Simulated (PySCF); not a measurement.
PySCF 2.14 output of an unrestricted LDA calculation on a single atom or ion in dyall-av2z (16s12p8d, 92 functions), with the non-relativistic Hamiltonian (point nucleus):

```
SCF conv_tol = 1e-09
number electrons alpha = 19  beta = 15
    P. A. M. Dirac.,  Math. Proc. Cambridge Philos. Soc. 26, 376 (1930)
    F. Bloch.,  Z. Phys. 57, 545 (1929)
    S. H. Vosko, L. Wilk, and M. Nusair.,  Can. J. Phys. 58, 1200 (1980)
cycle= 1 E= -2397.87283657577  delta_E= -0.0391  |g|= 0.138  |ddm|= 0.618
cycle= 2 E= -2397.87242297162  delta_E= 0.000414  |g|= 0.168  |ddm|= 0.0554
cycle= 3 E= -2397.87430047874  delta_E= -0.00188  |g|= 0.00348  |ddm|= 0.0464
cycle= 4 E= -2397.87430286792  delta_E= -2.39e-06  |g|= 0.000826  |ddm|= 0.0141
cycle= 5 E= -2397.87430319304  delta_E= -3.25e-07  |g|= 0.000301  |ddm|= 0.00414
cycle= 6 E= -2397.87430321222  delta_E= -1.92e-08  |g|= 1.76e-06  |ddm|= 0.000692
cycle= 7 E= -2397.87430321223  delta_E= -5.91e-12  |g|= 1.12e-07  |ddm|= 5.19e-06
converged SCF energy = -2397.87430321223  <S^2> = 6.0002488  2S+1 = 5.0000995
```

The run itself started from symmetry-adapted Hartree-Fock orbitals and held the occupation by maximum overlap, on a logarithmic radial grid, so the iterations belong to that start.

Which element, charge and spin multiplicity is this?

Se (selenium, neutral), multiplicity 5; the state was [Ar] 3d10 4s2 4p3 5s1, high-spin 5S determinant (an excited configuration).

The outer electron is Rydberg-like, and this basis confines it to a smaller radius and binds it less than a complete one would.
